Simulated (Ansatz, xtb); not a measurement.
Two conformers of C2H6OSi (SMILES C=C[SiH2]O), B3LYP-D3(BJ)/def2-TZVP minima.
Conformer 1 (charge 0, multiplicity 1):
```xyz
10

C      1.63479     0.06456     0.61277
C      0.74133     0.30751    -0.34593
Si    -0.93714    -0.49209    -0.38172
O     -2.16328     0.61896    -0.33313
H      1.42125    -0.61839     1.42907
H      2.61636     0.52728     0.62715
H      1.01599     1.00224    -1.13727
H     -1.16038    -1.22543    -1.64485
H     -0.99504    -1.42383     0.77371
H     -2.17388     1.23919     0.40020
```
Conformer 2 (charge 0, multiplicity 1):
```json
[
 {"atom": "C", "x (Å)": "1.6158", "y (Å)": "0.4764", "z (Å)": "0.2346"},
 {"atom": "C", "x (Å)": "0.8497", "y (Å)": "-0.0979", "z (Å)": "-0.6906"},
 {"atom": "Si", "x (Å)": "-0.9729", "y (Å)": "-0.3606", "z (Å)": "-0.4906"},
 {"atom": "O", "x (Å)": "-1.3733", "y (Å)": "0.2478", "z (Å)": "0.9947"},
 {"atom": "H", "x (Å)": "2.6821", "y (Å)": "0.6191", "z (Å)": "0.0936"},
 {"atom": "H", "x (Å)": "1.2020", "y (Å)": "0.8271", "z (Å)": "1.1731"},
 {"atom": "H", "x (Å)": "1.3169", "y (Å)": "-0.4317", "z (Å)": "-1.6151"},
 {"atom": "H", "x (Å)": "-1.7242", "y (Å)": "0.3297", "z (Å)": "-1.5715"},
 {"atom": "H", "x (Å)": "-1.3087", "y (Å)": "-1.8056", "z (Å)": "-0.5842"},
 {"atom": "H", "x (Å)": "-2.2874", "y (Å)": "0.1957", "z (Å)": "1.2813"}
]
```

No zero-point or thermal terms.

Run with Ansatz (a program for electronic structure); xtb for the GFN methods. 

Question: Give the electronic energy of conformer 2 less that of conformer 1 at the level GFN-FF.

Answer: -1 kJ/mol

Question: Give the electronic energy of conformer 2 less that of conformer 1 at the level GFN1-xTB.

Answer: -6 kJ/mol

Question: Estimate the electronic energy of conformer 2 less that of conformer 1 that PBE/def2-TZVPP returns for this input.

Answer: 2 kJ/mol
